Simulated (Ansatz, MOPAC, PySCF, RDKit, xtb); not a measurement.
Noncovalent pair: CH5N (SMILES CN) (first 7 atoms) with CH2F2 (SMILES FCF); geometry from B3LYP-D3(BJ)/def2-TZVP, rigid monomers moved along the line of their centres of mass till N2···H11 is 2.13 Å.
(charge 0, multiplicity 1):
```tsv
atom	x (Å)	y (Å)	z (Å)
C	-0.2824	-0.6010	-0.1669
N	0.2592	0.6147	0.4471
H	-1.0306	-1.0330	0.4979
H	0.5184	-1.3339	-0.2768
H	-0.7424	-0.4519	-1.1518
H	-0.4697	1.3086	0.5660
H	0.9680	1.0322	-0.1441
F	-1.0108	-1.1650	3.0291
C	0.1026	-0.4439	3.3726
F	-0.2918	0.5782	4.1896
H	0.5334	-0.0262	2.4616
H	0.7694	-1.0976	3.9377
```

```json
[
 {"level": "MMFF94", "interaction energy (meV)": "90.1", "cost": "-"},
 {"level": "UFF", "interaction energy (meV)": "308.9", "cost": "-"},
 {"level": "AM1", "interaction energy (meV)": "-1.9", "cost": "-"},
 {"level": "GFN1-xTB", "interaction energy (meV)": "-153.1", "cost": "-"},
 {"level": "HF/STO-3G (no counterpoise)", "interaction energy (meV)": "-59.1", "cost": "-"},
 {"level": "HF/6-31G*", "interaction energy (meV)": "-23.9", "cost": "-"},
 {"level": "HF/6-31G* (no counterpoise)", "interaction energy (meV)": "-86.1", "cost": "-"},
 {"level": "PBE-D4/def2-TZVPPD", "interaction energy (meV)": "-133.7", "cost": "×1"},
 {"level": "r2SCAN/def2-TZVPPD", "interaction energy (meV)": "-98.6", "cost": "×1"},
 {"level": "r2SCAN-D3(BJ)/def2-TZVPPD", "interaction energy (meV)": "-119.0", "cost": "×1"},
 {"level": "B3LYP/6-311+G** (no counterpoise)", "interaction energy (meV)": "-100.3", "cost": "-"},
 {"level": "B3LYP-D3(BJ)/def2-TZVPPD", "interaction energy (meV)": "-130.1", "cost": "×1"},
 {"level": "B3LYP-D4/def2-TZVPPD", "interaction energy (meV)": "-126.6", "cost": "×1"},
 {"level": "PBE0/def2-TZVPPD", "interaction energy (meV)": "-90.3", "cost": "×1"},
 {"level": "PBE0-D3(BJ)/def2-TZVPPD", "interaction energy (meV)": "-137.8", "cost": "×1"},
 {"level": "PBE0-D4/def2-TZVPPD", "interaction energy (meV)": "-136.5", "cost": "×1"},
 {"level": "wB97X-V/def2-TZVPPD", "interaction energy (meV)": "-123.4", "cost": "×3"},
 {"level": "MP2/aug-cc-pVDZ", "interaction energy (meV)": "-87.9", "cost": "-"},
 {"level": "SCS-MP2/aug-cc-pVDZ", "interaction energy (meV)": "-55.1", "cost": "-"},
 {"level": "CCSD(T)/aug-cc-pVDZ", "interaction energy (meV)": "-86.8", "cost": "×20"}
]
```

The rows run from -153.1 (GFN1-xTB) to 308.9 meV (UFF). The dispersion term adds -20.4 in r2SCAN-D3(BJ), -47.5 in PBE0-D3(BJ), -46.2 in PBE0-D4. The 3 functionals in def2-TZVPPD without D3 or D4 span 33.2, from wB97X-V to PBE0.

Monomers are frozen at their geometry in the pair; levels with a basis set take the counterpoise correction. Rows marked so take none. RDKit's UFF carries no charges.

Frozen-core correlation. Rows in 6-311+G**, 6-31G*, STO-3G carry no dispersion term and start afresh at each structure (6-31G* with six Cartesian d functions). The state that AM1 reach isn't checked.

Codes used: Ansatz (a quantum-chemistry and plane-wave program); MOPAC for AM1 (differences of heats of formation); PySCF for 6-311+G** rows, 6-31G* rows, STO-3G rows, the dispersion terms; RDKit for the force fields; xtb for the GFN methods. Each number belongs to the level named beside it.

Costs are rough ratios of core time to PBE/def2-TZVPPD (about 10 s over the structures, on one shared machine); a dash marks a level with no comparable run of its own.
